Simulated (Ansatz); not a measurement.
Consider the hydrogenolysis of the Si–O bond: `O[SiH](O)[SiH](Cl)Cl` + H₂ → `O[SiH2][SiH](Cl)Cl` + H₂O.

Isolated molecules relaxed with PBE0-D4/def2-TZVP in Ansatz; ΔE leaves out vibrations. CCSD(T)/CBS adds triple-zeta CCSD(T) − MP2 to the extrapolated MP2 energy (def2 sets, frozen cores). This one scheme is used for every species. DFT in def2-TZVPP. One conformer a species, not always the lowest.

`O[SiH](O)[SiH](Cl)Cl`:

Z-matrix (Å, degrees):
```
Si
O 1 1.642
Si 1 2.346 2 103.2
O 1 1.639 2 114.4 3 117.8
H 1 1.482 2 111.6 3 -123.7
H 2 0.959 1 118.9 3 177.2
Cl 3 2.065 1 105.4 2 85.9
Cl 3 2.053 1 109.9 2 -157.0
H 3 1.480 1 118.2 2 -33.5
H 4 0.960 1 117.2 2 -72.2
```

H₂:

```xyz
2

H     0.238   -0.117    0.262
H    -0.238    0.117   -0.262
```

`O[SiH2][SiH](Cl)Cl`:

Z-matrix (Å, degrees):
```
Si
Si 1 2.346
O 1 1.648 2 109.7
H 1 1.489 2 106.6 3 122.4
H 1 1.482 2 111.3 3 -117.7
Cl 2 2.064 1 105.9 3 -46.5
Cl 2 2.053 1 110.1 3 -164.8
H 2 1.481 1 117.6 3 72.2
H 3 0.959 1 117.2 2 52.7
```

H₂O:

Cartesian coordinates in Å:
```
O 0.096 0.194 -0.324
H -0.387 0.528 0.435
H 0.291 -0.721 -0.112
```

```json
{"level": "ωB97M-V", "ΔE (eV)": "0.95"}
{"level": "B2PLYP", "ΔE (eV)": "0.93"}
{"level": "r2SCAN", "ΔE (eV)": "0.97"}
{"level": "MP2/def2-QZVPP", "ΔE (eV)": "0.98"}
```

Question: What does CCSD(T)/CBS give? (Best estimate.)

Answer: Computed: +0.91 eV. The listed levels differ from it by 0.04, 0.02, 0.06, 0.07 eV.

Largest T1 diagnostic among the species: 0.011.

The D4 term adds +0.07 eV with B3LYP and +0.04 eV with PBE0; it sums over pairs of atoms, weighted by their polarisabilities, and B3LYP, whose exchange is more repulsive, gets the larger term. In def2-TZVPP, CCSD(T) changes the Hartree–Fock value by +0.07 eV (the triples alone add +0.03 eV) and MP2 by +0.13 eV.

B3LYP here is the variant with VWN-RPA as its local correlation; programs differ in this.
